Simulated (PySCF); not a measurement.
## Stretching TeSe⁺

Set-up: basis Te def2-SVP with ECP28, Se def2-SVP; scalar-relativistic core potentials; PySCF 2.14. Energies in eV from Te⁺ + Se in their ground configurations at the same level. State: ²Π (doublet), unpaired electrons π ↑.

All columns are PBE0. A positive dipole points towards Se; it is taken about the centre of mass and depends on that origin.

```
R (Å)  E (eV)  μ (D)  Mulliken charge on Te (basis-dependent)  HOMO (eV)  LUMO (eV)  Mayer bond order  ⟨S²⟩
1.990  -1.395  -0.54                                     0.66     -12.27     -10.44              2.49  0.75
2.083  -2.450  -0.61                                     0.67     -12.44     -10.63              2.49  0.75
2.175  -3.003  -0.67                                     0.68     -12.60     -10.80              2.49  0.75
2.245  -3.181  -0.70                                     0.69     -12.71     -10.92              2.49  0.75
2.314  -3.212  -0.73                                     0.69     -12.82     -11.03              2.49  0.76
2.383  -3.129  -0.68                                     0.69     -12.90     -11.12              2.47  0.78
2.476  -2.900  -0.73                                     0.69     -13.02     -11.26              2.50  0.75
2.592  -2.489  -0.72                                     0.69     -13.13     -11.39              2.50  0.75
2.731  -1.901  -0.70                                     0.68     -13.24     -11.52              2.50  0.75
2.916  -1.077  -0.69                                     0.67     -13.06     -11.65              2.49  0.75
```

A fit through these points gives, at Re = 2.295 Å, μ = -0.71 D and dμ/dR = 0.142 D/Å; the reduced mass is 49.48 u.

Q: How strong is the fundamental in the double-harmonic approximation, I = 42.26·(dμ/dR)²/μred km/mol?

A: I = 42.26·(0.142)²/49.48 = 0.0172 km/mol at PBE0.

Spin–orbit coupling is left out, which matters for elements this heavy, above all for dissociation energies. For an ion De counts to the pair picked by the measured ionisation energies or electron affinities, which need not be the lowest pair at this level. The state was picked by a PBE0 search and need not be the measured ground state.
